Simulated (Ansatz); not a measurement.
`CC1=C[SiH]1F` + `O[SiH](F)[AlH2]` → `CC1=C[SiH]1[AlH2]` + `O[SiH](F)F`  (redistribution)

Isolated molecules relaxed with PBE0-D4/def2-TZVP in Ansatz; ΔE leaves out vibrations. CCSD(T)/CBS is the MP2 limit (def2-TZVPP, def2-QZVPP) plus CCSD(T) − MP2 in def2-TZVPP, frozen cores. Functionals use def2-TZVPP. Each species was taken in one conformer, which may not be the lowest.

(1) Is it downhill or uphill in electronic energy at CCSD(T)/CBS, and by how much? (An estimate is asked.)

(2) What do these levels give: r2SCAN-D4, ωB97X-V, BLYP, r2SCAN, CCSD(T)/def2-TZVPP, SCS-MP2/def2-QZVPP? (An estimate is asked.)

Largest T1 diagnostic among the species: 0.014.

Results:

(1) Ansatz gave: Downhill: ΔE = -50.0 kJ/mol.

(2) Computed: r2SCAN-D4 -53.2, ωB97X-V -40.0, BLYP -43.0, r2SCAN -52.7, CCSD(T)/def2-TZVPP -53.1, SCS-MP2/def2-QZVPP -49.3 kJ/mol.

At CCSD(T), def2-SVP lies −5.8 kJ/mol from the extrapolated value and def2-TZVPP −3.1 kJ/mol. In def2-TZVPP, CCSD(T) changes the Hartree–Fock value by −14.7 kJ/mol (the triples alone add −3.7 kJ/mol) and MP2 by −17.7 kJ/mol. Leaving LDA and LC-ωPBE aside and taking each functional with its dispersion term where it has one, the values spread over 13.1 kJ/mol, from r2SCAN-D4 to ωB97X-V. LDA lies −5.1 kJ/mol from PBE without D4.
